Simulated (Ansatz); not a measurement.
This geometry of CH5FMgSe (9 atoms, charge 0, multiplicity 1) is a first-order saddle point.

The calculation used RKS PBE/def2-mTZVP in Ansatz 0.2.0.

```xyz
9
Properties=species:S:1:pos:R:3
Mg 0.000 -0.199 0.257
F 1.080 -0.824 1.747
C -0.891 -0.828 -1.525
H 1.003 0.398 2.154
Se 0.387 1.963 1.867
H -1.943 -0.509 -1.594
H -0.375 -0.423 -2.409
H -0.878 -1.925 -1.617
H 1.617 2.347 1.120
```

Question: Which two structures does it join? (They come from a converged band through this point; their orientation in space is the band's.)

Answer: No bond is made or broken.

First end point:

```xyz
9
Properties=species:S:1:pos:R:3
Mg 0.142 -0.518 0.270
F 1.212 -1.013 1.687
C -0.887 -0.820 -1.527
H 1.029 0.685 2.311
Se 0.284 1.922 1.818
H -1.860 -0.305 -1.531
H -0.323 -0.446 -2.396
H -1.086 -1.888 -1.710
H 1.490 2.383 1.077
```

Last end point:

```xyz
9
Properties=species:S:1:pos:R:3
Mg -0.087 0.046 0.210
F 1.043 -0.830 1.723
C -0.891 -0.809 -1.516
H 1.052 0.139 2.143
Se 0.398 2.004 1.875
H -1.969 -0.606 -1.614
H -0.411 -0.427 -2.430
H -0.765 -1.903 -1.518
H 1.630 2.386 1.127
```

Question: How far does it lie above each of them?

Answer: 0.033 eV above the first and 0.031 eV above the second. This is the barrier of this one path; another mechanism may lie lower.

Time of the run: 3.1 min on 2 threads of Arm Neoverse V2, on a shared host, peak memory 0.19 GiB.
